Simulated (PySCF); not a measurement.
## Worked example: oscillator strength and radiative lifetime

C2H4F2Si, SMILES C=C(F)[SiH2]F.

Geometry optimised at TPSSh-D3(BJ)/def2-SVP. The structure was generated by enumeration, and PubChem lists no compound with its InChIKey, so it may never have been made. One conformer was computed; it need not be the lowest.

PySCF with TDA-PBE0/def2-SVPD puts the first singlet state with f over 0.02 at 7.40 eV (vertical), with the transition dipole (1.364, -0.727, 0.000) in atomic units.

**Question.** Find the oscillator strength, the wavelength and the radiative lifetime that this transition would have in vacuum if emission retraced absorption.

**Answer.** 
|μ|² = 2.3890 au, so |μ| = 3.93 D. ΔE = 7.40/27.211 = 0.2719 hartree. f = (2/3) ΔE |μ|² = 0.433 (the program prints 0.433).
λ = 1239.84/7.40 = 168 nm; ν = 59685 cm⁻¹.
Einstein's coefficient A = 0.6670 ν² f s⁻¹ (ν in cm⁻¹) = 1.0e9 s⁻¹, so τ = 1/A = 0.97 ns. This state is S3; the lower singlets have f = 0.000, 0.005. The figure is the radiative limit of this one transition; relaxation, internal conversion, crossing to triplets and a medium change what is measured.
